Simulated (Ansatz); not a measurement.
Job for Ansatz (a program for electronic structure): U-r2SCAN/def2-TZVPP on H4Sn (SMILES [SnH4]), a point of a bond scan (R = 1.879 Å). Elements past Kr take the def2 small-core potentials; no spin–orbit coupling.

Ansatz 0.2 input:
```yaml
crystal:
  periodic: [false, false, false]
  atoms:
    - {symbol: Sn, position_ang: [-0.00000000, -0.00000000, -0.00000000]}
    - {symbol: H, position_ang: [1.43182294, 0.76994391, -0.94294067]}
    - {symbol: H, position_ang: [0.60242146, -0.85906066, 1.34839436]}
    - {symbol: H, position_ang: [-1.05716935, 1.23097093, 0.53494647]}
    - {symbol: H, position_ang: [-0.84690933, -1.07185928, -1.02612204]}
basis:
  gaussian:
    orbitals: def2-TZVPP
hamiltonian:
  xc: {name: r2SCAN}
magnetization: {spin_polarized: true, initial_magnetization: 0}
```

Program output:

```
WARN ansatz: RAYON_NUM_THREADS=2 ignored (pool sized by the plan → 2); use --threads N
Functional definition: r2SCAN
integrals: 0.02 GiB planned
624 factors; their error is unknown
mean field: 0.33 GiB planned
mean field evaluation 1: about -5897.2731 eV, gradient 8.5e0 eV
mean field evaluation 2: about -5897.5870 eV, gradient 5.3e0 eV
mean field evaluation 4: about -5897.6855 eV, gradient 6.8e-2 eV
mean field evaluation 8: about -5897.6820 eV, gradient 1.6e-2 eV
mean field -5897.68204126 eV, -216.7358174237 hartree, gradient 7.3e-5 eV, S^2 0.000000; 0 other end points of the search recorded, 0 dependent functions left out
reference -5897.68205913 eV, -216.7358180804 hartree; 13, 13 occupied and 93, 93 virtual orbitals, 624 factors
Total energy: -5897.68205913 eV, -216.7358180804 hartree
```

Self-consistency was reached.

Cost: around 3 core-seconds (rough).
